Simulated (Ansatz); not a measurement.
Born–Oppenheimer molecular dynamics of CH5BClFO2 (11 atoms, charge 0, multiplicity 1). It starts at the highest image of a converged band. Of that band: A structure lower than the last end lies on the path between it and the top, so the climb from that side starts below the end, which may itself be a saddle point or a shallow side well. A vibrational analysis at the climbing image gives one clearly imaginary mode, 1052i cm⁻¹: a first-order saddle point.

These are results of Ansatz, RKS PBE/def2-SVP, not measurements.

```json
{"ensemble": "NVE (velocity Verlet)", "time step": "0.5 fs", "steps asked": "200", "starting velocities drawn for": "100 K", "seed": "11274"}
```

First frame:

```xyz
11
Properties=species:S:1:pos:R:3
B 0.084 0.170 0.476
O -0.948 -0.500 1.424
H -1.757 -0.730 0.927
F 1.347 -0.279 0.699
Cl -0.476 0.139 -1.265
O -0.188 1.523 1.172
C 0.872 2.306 1.726
H 1.562 1.692 2.341
H 1.444 2.772 0.900
H 0.423 3.106 2.347
H -0.891 0.685 1.762
```

Task: How far do the bonds stretch over the last three quarters of this one trajectory? (Pairs bonded in most of those frames.)

Result: 
```csv
bond,mean (Å),spread (Å),shortest,longest
B1–O2,1.379,0.040,1.32,1.47
B1–F4,1.348,0.029,1.29,1.39
B1–Cl5,1.801,0.035,1.74,1.87
O2–H3,0.975,0.012,0.95,1.00
O6–C7,1.434,0.021,1.40,1.47
O6–H11,0.977,0.011,0.96,1.00
C7–H8,1.112,0.016,1.08,1.14
C7–H9,1.108,0.007,1.09,1.12
C7–H10,1.112,0.012,1.09,1.14
```

Mean temperature of the second half: 246 K. The conserved energy stayed within 0.054 meV per atom of its start (net change 0.032 meV per atom), so the integration is sound. The kinetic energy rose, since the run started high on the potential surface and went downhill. It ends in pieces (BClFHO + CH4O), so much of that is their flight and rotation, not heat. A run of 0.1 ps of so small a system gives no equilibrium averages. The orbitals stay closed-shell, which can raise the energy where a bond breaks towards radicals; this wasn't checked here.

Time of the run: 3.6 min on 4 threads of Intel(R) Xeon(R) Platinum 8259CL CPU @ 2.50GHz (Skylake/Cascade Lake) (shared host), peak memory 0.17 GiB.
